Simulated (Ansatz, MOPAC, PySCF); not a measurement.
Complex: C2H4 (SMILES C=C) (first 6 atoms) with C2H6O (SMILES COC); geometry from B3LYP-D3(BJ)/def2-TZVP, rigid monomers moved along the line of their centres of mass till H3···O8 is 4.40 Å.
(charge 0, multiplicity 1):
```xyz
15

C     -0.44379     0.26335     0.86130
C      0.71426    -0.14896     0.36590
H     -0.82173    -0.10254     1.80829
H     -1.05552     0.98644     0.33428
H      1.09653     0.21701    -0.57962
H      1.32753    -0.87557     0.88562
C     -0.67983     0.97748     6.51754
O     -0.65639    -0.39698     6.19761
C      0.65148    -0.92706     6.20250
H     -0.10507     1.56567     5.79095
H     -0.26955     1.16059     7.51910
H     -1.71977     1.29966     6.49490
H      1.29318    -0.41116     5.47726
H      0.57774    -1.97898     5.93064
H      1.11134    -0.84464     7.19587
```

Counterpoise-corrected where a basis set is named; no monomer relaxation. Rows marked so take none.

Cores are frozen in the correlated methods. Rows in 6-31G*, STO-3G carry no dispersion term and start afresh at each structure (6-31G* with six Cartesian d functions). MP2/6-31G* freezes PySCF's default core. The state reached by PM6, PM7 isn't checked; PM7 holds dispersion and hydrogen-bond terms.

The values were computed with Ansatz (Gaussian basis) for Hartree–Fock, density functionals and correlated methods; MOPAC for PM6, PM7 (differences of heats of formation); PySCF for 6-31G* rows, STO-3G rows, the dispersion terms. Each number belongs to the level named beside it.

```json
[
 {"level": "PM6", "interaction energy (meV)": "-4.4"},
 {"level": "PM7", "interaction energy (meV)": "-17.9"},
 {"level": "HF/STO-3G (no counterpoise)", "interaction energy (meV)": "-2.4"},
 {"level": "HF/aug-cc-pVDZ", "interaction energy (meV)": "-6.1"},
 {"level": "PBE-D4/def2-TZVPPD", "interaction energy (meV)": "-14.5"},
 {"level": "PBE0-D3(BJ)/def2-TZVPPD", "interaction energy (meV)": "-14.7"},
 {"level": "PBE0-D4/def2-TZVPPD", "interaction energy (meV)": "-14.4"},
 {"level": "MP2/6-31G* (no counterpoise)", "interaction energy (meV)": "-9.3"},
 {"level": "MP2/aug-cc-pVDZ", "interaction energy (meV)": "___"}
]
```

Problem. What belongs in the gaps?

Solution. 
- MP2/aug-cc-pVDZ, interaction energy (meV): -12.8

Ansatz is a first-principles code.
